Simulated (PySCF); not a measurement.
C$_{7}$H$_{7}$ (SMILES [C]1=CC2C=CC1C2), doublet, geometry from GFN2-xTB, with bond 14-7 at 2.0 times its length. Base run: DF-CAMB3LYP/def2-SVP (PySCF).

Input for PySCF:
```python
from pyscf import gto, scf, dft

mol = gto.M(
    atom='''
C     1.096806   -0.692040    0.742836
C     1.465115   -0.165421   -0.396948
C     0.257160    0.706690   -0.823937
C    -0.865458   -0.272563   -1.118095
C    -1.193253   -0.856204    0.026576
C    -0.301880   -0.264599    1.107974
C    -0.198129    1.181610    0.572021
H     2.356814   -0.273139   -0.978067
H     0.471835    1.456968   -1.579832
H    -1.255890   -0.449343   -2.102072
H    -1.912258   -1.631328    0.209142
H    -0.615248   -0.412225    2.136059
H     0.548604    1.781332    1.090668
H    -2.113931    2.224188    0.551056
''',
    basis='def2-svp',
    charge=0,
    spin=1,
    verbose=4,
)

mf = dft.UKS(mol)
mf.xc = 'camb3lyp'
mf = mf.density_fit(auxbasis='def2-universal-jkfit')
mf.kernel()
```

Variants of this job, named by their change:

```json
[
 {"change": "base", "ΔE vs base (mEh)": "0.000", "SCF cycles": "27", "<S^2>": "0.765", "outcome": "converged"},
 {"change": "conv_tol = 1e-6", "ΔE vs base (mEh)": "0.000", "SCF cycles": "13", "<S^2>": "0.764", "outcome": "converged"},
 {"change": "diis_space = 2", "ΔE vs base (mEh)": "-", "SCF cycles": "50", "<S^2>": "-", "outcome": "not converged"},
 {"change": "diis = off; damp = 0.6 (with mf.diis_start_cycle = 200; with mf.max_cycle = 150)", "ΔE vs base (mEh)": "-6.613", "SCF cycles": "104", "<S^2>": "1.184", "outcome": "another SCF solution"},
 {"change": "conv_tol = 1e-11", "ΔE vs base (mEh)": "0.000", "SCF cycles": "36", "<S^2>": "0.765", "outcome": "converged"},
 {"change": "DIIS = ADIIS", "ΔE vs base (mEh)": "-6.613", "SCF cycles": "50", "<S^2>": "1.184", "outcome": "another SCF solution"},
 {"change": "conv_tol = 1e-4", "ΔE vs base (mEh)": "-0.003", "SCF cycles": "12", "<S^2>": "0.763", "outcome": "converged"},
 {"change": "diis = off (with mf.max_cycle = 100)", "ΔE vs base (mEh)": "-", "SCF cycles": "100", "<S^2>": "-", "outcome": "not converged"},
 {"change": "level_shift = 0.1 (with mf.max_cycle = 100)", "ΔE vs base (mEh)": "0.000", "SCF cycles": "30", "<S^2>": "0.765", "outcome": "converged"},
 {"change": "conv_tol = 1e-12", "ΔE vs base (mEh)": "-", "SCF cycles": "50", "<S^2>": "-", "outcome": "not converged"},
 {"change": "diis_space = 12", "ΔE vs base (mEh)": "0.000", "SCF cycles": "20", "<S^2>": "0.765", "outcome": "converged"},
 {"change": "init_guess = 1e", "ΔE vs base (mEh)": "0.000", "SCF cycles": "39", "<S^2>": "0.765", "outcome": "converged"},
 {"change": "conv_tol = 1e-7", "ΔE vs base (mEh)": "0.000", "SCF cycles": "17", "<S^2>": "0.765", "outcome": "converged"}
]
```

A guess, shift, damping, solver or small numerical setting can't move a converged solution much, so rows marked as another SCF solution ended in a different state.

Open shells are given as the SCF converged; they aren't shown to be the lowest states, and a large step between rows can be another state.
